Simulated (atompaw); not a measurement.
N (Z = 7): one change to a PAW (atompaw) potential, before and after

| Property | Result |
| --- | --- |
| Element | N |
| Generator | atompaw 4.2.0.5 |
| Type | PAW |
| Functional | LDA (PW92) |
| Relativity | scalar-relativistic |
| Frozen core | [He] |
| Valence charge | 5 |
| Reference configuration | 2s2 2p3 |
| Partial waves | 2s (bound); 2s channel at 0.15 Ry; 2p (bound); 2p channel at 0.5 Ry |
| Local potential | troulliermartins scheme with l = 2 at 0 Ry, radius 1.30 bohr |
| Core correction | smooth core density matched at 1.70 bohr |
| Augmentation charge | sinc compensation charge, radius 1.70 bohr; PAW radius 1.95 bohr; waves and projectors: bloechl |

All-electron outer shells of the reference configuration (LDA (PW92), scalar-relativistic, ld1.x):

```json
{"shell": "1s", "level (eV)": "-381.51", "outermost node (bohr)": "–", "outermost maximum (bohr)": "0.15"}
{"shell": "2s", "level (eV)": "-18.42", "outermost node (bohr)": "0.32", "outermost maximum (bohr)": "1.02"}
{"shell": "2p", "level (eV)": "-7.24", "outermost node (bohr)": "–", "outermost maximum (bohr)": "0.97"}
```

Change: all radii scaled by about 0.76 (s 1.48, p 1.48 bohr); local potential troulliermartins scheme with l = 2 at 0 Ry, radius 1.00 bohr; augmentation sinc compensation charge, radius 1.30 bohr; PAW radius 1.48 bohr; waves and projectors: bloechl; core correction smooth core density matched at 1.30 bohr.

Cutoffs: the cutoffs (Ry, on a coarse ladder) from which the occupation-weighted sum of valence levels, in a spherical-Bessel basis at the reference potential, stays within 10 and 1 mRy of its value at 400 Ry; they do not see the model core or the augmentation charge, which bear on the density cutoff.

**Question.** What does the change do?

**Answer.** The potential gets harder (45 Ry and 80 Ry → 45 Ry and 110 Ry); neither file shows a bound ghost. A smaller radius makes the pseudo-wave follow the all-electron one further in, where it bends more sharply, so more plane waves are needed.

| quantity | base | changed |
| --- | --- | --- |
| cutoff, loose | 45 Ry | 45 Ry |
| cutoff, tight | 80 Ry | 110 Ry |
| loose cutoff by channel (10 mRy a level) | s 30 Ry, p 35 Ry | s 18 Ry, p 30 Ry |
| bound ghosts | none | none |
| lowest overlap eigenvalue by channel | s 0.51, p 1.00 | s 0.01, p 0.02 |

 The cutoffs see the waves, projectors and local potential, not the compensation charge or the core.
